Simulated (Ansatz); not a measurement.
Computed with Ansatz (a first-principles code) with frozen-core CCSD(T)/cc-pVTZ // PBE-D3(BJ)/def2-TZVP.

Ansatz 0.2 input:
```yaml
crystal:
  periodic: [false, false, false]
  atoms:
    - { symbol: C, position_ang: [1.470413, -0.083619, 0.554927] }
    - { symbol: C, position_ang: [0.272255, -0.015597, 0.272342] }
    - { symbol: C, position_ang: [-1.054774, 0.059848, -0.040569] }
    - { symbol: H, position_ang: [2.510594, -0.142577, 0.799893] }
    - { symbol: H, position_ang: [-1.657044, 0.912088, 0.275255] }
    - { symbol: H, position_ang: [-1.54144, -0.730142, -0.613188] }
basis:
  gaussian: { orbitals: cc-pVTZ }
correlation:
  method: ccsd_t
magnetization:
  spin_polarized: true
  initial_magnetization: 1
```

Output:

```
Functional definition: HF
751 factors; integrals over basis functions are off by at most 9.1e-4 eV
mean field evaluation 1: about -3135.0669 eV, gradient 1.7e1 eV
mean field evaluation 2: about -3135.0711 eV, gradient 1.7e1 eV
mean field evaluation 4: about -3137.0596 eV, gradient 2.9e0 eV
mean field evaluation 8: about -3137.2350 eV, gradient 4.8e-1 eV
mean field evaluation 16: about -3137.2652 eV, gradient 2.6e-6 eV
mean field evaluation 32: about -3127.3393 eV, gradient 3.6e0 eV
mean field evaluation 64: about -3133.9176 eV, gradient 1.3e-1 eV
mean field -3137.26521259 eV, -115.2923700478 hartree, gradient 2.6e-6 eV, S^2 0.985544; 1 other end points of the search recorded, 0 dependent functions left out
determinant -3137.26521259 eV, -115.2923700478 hartree, with singles and doubles -3149.98605298 eV, -115.7598523099 hartree
determinant -3133.91929502 eV, -115.1694098452 hartree, with singles and doubles -3146.60652236 eV, -115.6356568501 hartree
3 core orbitals not correlated
reference -3137.26521259 eV, -115.2923700478 hartree; 8, 7 occupied and 121, 122 virtual orbitals, 751 factors
second order -11.57860075 eV of doubles, -0.00000000 eV of singles
cycle   1  -12.55451898 eV  change    -1.0e0 eV  update   2.4e-2
cycle   2  -12.59156699 eV  change   -3.7e-2 eV  update   5.9e-3
cycle   3  -12.58963935 eV  change    1.9e-3 eV  update   2.8e-3
cycle   4  -12.59399403 eV  change   -4.4e-3 eV  update   1.3e-3
cycle   5  -12.59545933 eV  change   -1.5e-3 eV  update   6.0e-4
cycle   6  -12.59632104 eV  change   -8.6e-4 eV  update   2.1e-4
cycle   7  -12.59657294 eV  change   -2.5e-4 eV  update   8.0e-5
cycle   8  -12.59661523 eV  change   -4.2e-5 eV  update   3.9e-5
cycle   9  -12.59661340 eV  change    1.8e-6 eV  update   2.0e-5
cycle  10  -12.59660768 eV  change    5.7e-6 eV  update   1.1e-5
perturbative correction -0.61786572 eV, -0.0227061464 hartree
Total energy: -3150.47968598 eV, -115.7779929881 hartree
```

Cost: very roughly 40 core-seconds.
